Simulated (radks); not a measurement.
Results of a calculation; reference values are marked as such.
Ge I, configuration [Ar] 3d10 4s2 4p1.5 4d0.5 (fractional occupations, a model configuration). Code: a radial shooting solver on a logarithmic mesh with Libxc functionals. Model: Dirac Kohn-Sham, PBE, spin-unpolarised, spherical densities, finite nucleus; open shells fill j = l - 1/2 first; Fermi nuclear charge, rms radius 4.0742 fm.

Unscreened Slater integrals over Kohn-Sham orbitals (hartree). Large and small components are both included. Empty in this configuration: 4p3/2.

integral              value
F0(4d3/2,4d3/2)    0.064920
F2(4d3/2,4d3/2)    0.033136
F0(4d3/2,4p1/2)    0.086552
G1(4d3/2,4p1/2)   0.0057215
F0(4d3/2,4s1/2)    0.086923
G2(4d3/2,4s1/2)   0.0020175
F0(4d3/2,3d5/2)    0.087375
F2(4d3/2,3d5/2)   0.0013472
G2(4d3/2,3d5/2)  0.00023054
G4(4d3/2,3d5/2)  0.00016115
F0(4d3/2,4p3/2)    0.086518
F2(4d3/2,4p3/2)    0.010750
G1(4d3/2,4p3/2)   0.0059713
G3(4d3/2,4p3/2)   0.0034005
F0(4p1/2,4p1/2)     0.33753
F0(4p1/2,4s1/2)     0.37688
G1(4p1/2,4s1/2)     0.24020
F0(4p1/2,3d5/2)     0.44566
G3(4p1/2,3d5/2)    0.026007
F0(4p1/2,4p3/2)     0.33453
G2(4p1/2,4p3/2)     0.17108
F0(4s1/2,4s1/2)     0.43488
F0(4s1/2,3d5/2)     0.55691
G2(4s1/2,3d5/2)    0.053114
F0(4s1/2,4p3/2)     0.37261
G1(4s1/2,4p3/2)     0.23457
F0(3d5/2,3d5/2)      1.2571
F2(3d5/2,3d5/2)     0.58464
F4(3d5/2,3d5/2)     0.36436
F0(3d5/2,4p3/2)     0.43834
F2(3d5/2,4p3/2)    0.079315
G1(3d5/2,4p3/2)    0.029087
G3(3d5/2,4p3/2)    0.024759
F0(4p3/2,4p3/2)     0.33162
F2(4p3/2,4p3/2)     0.16969
